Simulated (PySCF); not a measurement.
# Two-component Hartree-Fock for Cd¹⁷⁺ (cadmium, charge +17)

Start: [Ar] 3d10 4s2 4p1; 4p3/2 filled at m_j = +3/2. Calculated with PySCF 2.14 in an even-tempered Gaussian basis (18 s from 0.94 bohr⁻², ratio 2.8; 13 p from 1.2 bohr⁻², ratio 2.8; 9 d from 2.2 bohr⁻², ratio 2.8; 4 f from 6.4 bohr⁻², ratio 3): generalised Hartree-Fock with the X2C-1e Hamiltonian and a Gaussian nucleus; one run each with spin-orbit coupling (SO) screened by Boettger's factors, then bare. This is a chosen level, not necessarily the ground level.

```csv
spinor shell,electrons,"ε, screened SO (eV)","ε, bare SO (eV)",weight of nominal j (bare SO),"rms radius, bare SO (bohr)"
1s1/2,2,-27299.0,-27298.8,1.000,0.0348
2s1/2,2,-4519.8,-4519.8,1.000,0.142
2p1/2,2,-4228.9,-4235.2,1.000,0.123
2p3/2,4,-4034.3,-4031.6,1.000,0.128
3s1/2,2,-1222.4,-1222.4,1.000,0.378
3p1/2,2,-1103.6,-1104.7,1.000,0.371
3p3/2,4,-1067.3,-1066.8,1.000,0.382
3d3/2,4,-862.45,-863.63,0.998,0.354
3d5/2,6,-855.16,-854.40,0.999,0.358
4s1/2,2,-485.98,-485.98,1.000,0.832
4p3/2,1,-439.46,-439.34,1.000,0.881
```

```
   quantity  screened SO      bare SO
E (hartree)  -5479.56039  -5479.66276
        M_J          3/2          3/2
       ⟨J²⟩        3.753        3.753
       ⟨L²⟩        2.011        2.012
       ⟨S²⟩        0.760        0.761
```

Each row is a mean over spinors that exchange with the open shell spreads, by up to 6.901 eV (4s1/2).

Breit and QED terms are absent; they matter most for the inner s and p1/2 levels.

Densities and radii are taken from the X2C orbitals without a picture-change correction, which distorts them close to the nucleus.
